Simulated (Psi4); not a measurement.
BrSn, charge +1, singlet, geometry from GFN2-xTB (such geometries of metal compounds can be far from the true shape) (all electrons, no relativity), with bond 2-1 at 1.3 times its length. Base run: HF/3-21G run with Psi4.

Psi4 was given this input:
```
memory 2 GB

molecule {
1 1
Sn   -0.00000000   -0.00000000   -1.02177704
Br    0.00000000    0.00000000    2.20411904
}

set {
  basis 3-21g
  scf_type pk
}

energy('scf')
print_variables()
```

The base run was repeated with changes; each row names its change, and settings that it needs were set with it.

```json
[
 {"change": "base", "ΔE vs base (mEh)": "0.000", "SCF cycles": "9", "basis functions": "56"},
 {"change": "diis_max_vecs = 15", "ΔE vs base (mEh)": "0.000", "SCF cycles": "9", "basis functions": "56"},
 {"change": "cholesky_tolerance = 1e-6 (with scf_type cd)", "ΔE vs base (mEh)": "0.379", "SCF cycles": "9", "basis functions": "56"},
 {"change": "scf_type = out_of_core", "ΔE vs base (mEh)": "0.000", "SCF cycles": "9", "basis functions": "56"},
 {"change": "d_convergence = 1e-4", "ΔE vs base (mEh)": "0.000", "SCF cycles": "9", "basis functions": "56"},
 {"change": "puream = false", "ΔE vs base (mEh)": "0.000", "SCF cycles": "9", "basis functions": "56"},
 {"change": "basis_guess = sto-3g", "ΔE vs base (mEh)": "0.000", "SCF cycles": "8", "basis functions": "56"},
 {"change": "level_shift = 0.3", "ΔE vs base (mEh)": "0.000", "SCF cycles": "8", "basis functions": "56"},
 {"change": "guess = sapgau", "ΔE vs base (mEh)": "0.000", "SCF cycles": "10", "basis functions": "56"},
 {"change": "guess = core", "ΔE vs base (mEh)": "0.000", "SCF cycles": "12", "basis functions": "56"},
 {"change": "guess = sadno", "ΔE vs base (mEh)": "0.000", "SCF cycles": "8", "basis functions": "56"}
]
```
